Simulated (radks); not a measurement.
The numbers below are computed, except where a source is named.
Task: The iodine anion I-, [Xe], held by a Watson sphere: a shell of charge +1 at radius R that stands for the Madelung well of a crystal (potential energy -1/R inside, -1/r outside, in hartree with lengths in bohr). Level of theory: scalar-relativistic Kohn-Sham, LDA (Slater exchange, VWN5 correlation), spin-polarised, spherical densities, finite nucleus; Fermi nuclear charge, rms radius of each element as measured or else 0.836 A^(1/3) + 0.57 fm (a radial shooting solver on a logarithmic mesh with Libxc functionals). Response by self-consistent Sternheimer equations with the Hartree and adiabatic LDA kernel, the relativistic mass of each level held fixed and spin-orbit coupling left out. The sphere does not respond.

| R (bohr) | e(4d) (eV) | e(5s) (eV) | e(5p) (eV) | <r> 5p (bohr) | sum of <r^2> (bohr^2) | X-ray form factor at sin(theta)/lambda = 0.1 1/angstrom | alpha (bohr^3) |
|---|---|---|---|---|---|---|---|
| 2.73 | -49.444 | -17.639 | -7.551 | 2.504 | 69.96 | 49.686 | 38.39 |
| 3.69 | -48.613 | -16.489 | -6.565 | 2.597 | 73.80 | 49.544 | 48.61 |
| 4.13 | -48.241 | -16.036 | -6.124 | 2.625 | 75.07 | 49.505 | 53.31 |
| 4.7 | -47.777 | -15.510 | -5.599 | 2.651 | 76.32 | 49.471 | 58.96 |
| 4.72 | -47.761 | -15.492 | -5.582 | 2.652 | 76.36 | 49.470 | 59.15 |
| 5.33 | -47.304 | -15.002 | -5.086 | 2.670 | 77.30 | 49.449 | 64.39 |

Estimate the row for R = 4.17 bohr.

Result: e(4d) (eV) -48.208; e(5s) (eV) -15.997; e(5p) (eV) -6.086; <r> 5p (bohr) 2.627; sum of <r^2> (bohr^2) 75.17; X-ray form factor at sin(theta)/lambda = 0.1 1/angstrom 49.502; alpha (bohr^3) 53.72.
